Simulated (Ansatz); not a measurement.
Stepwise reaction of `N[Si](N)(Cl)Cl` with water, as a gas-phase model of exchange steps in deposition or etching. ΔE in kJ/mol.

Program: Ansatz. Geometries: PBE0-D4/def2-TZVP. ΔE: electronic, gas phase. CCSD(T)/CBS is the MP2 limit (def2-TZVPP, def2-QZVPP) plus CCSD(T) − MP2 in def2-TZVPP, frozen cores. This one scheme is used for every species. DFT in def2-TZVPP. B3LYP here is the variant with VWN-RPA as its local correlation; programs differ in this. One conformer a species, not always the lowest.

```tsv
step	reaction	PBE-D4	B3LYP-D4	ωB97M-V	CCSD(T)/CBS
1	`N[Si](N)(Cl)Cl` + H₂O → `N[Si](O)(Cl)Cl` + NH₃	-33.1	-35.8	-36.1	-33.6
2	`N[Si](O)(Cl)Cl` + H₂O → `O[Si](O)(Cl)Cl` + NH₃	-38.4	-41.6	-41.3	-39.0
```

Problem. By hand: ΔE of the 2 steps together at CCSD(T)/CBS.

Solution. (-33.6) + (-39.0) = -72.6 kJ/mol, or -36.3 kJ/mol a step.

In ΔE each step is lower than the one before. All are downhill at CCSD(T)/CBS. PBE-D4 differs from CCSD(T)/CBS by 0.5 to 0.6 kJ/mol a step. Isolated molecules leave out the surface, adducts and barriers. Largest T1 diagnostic: 0.010.
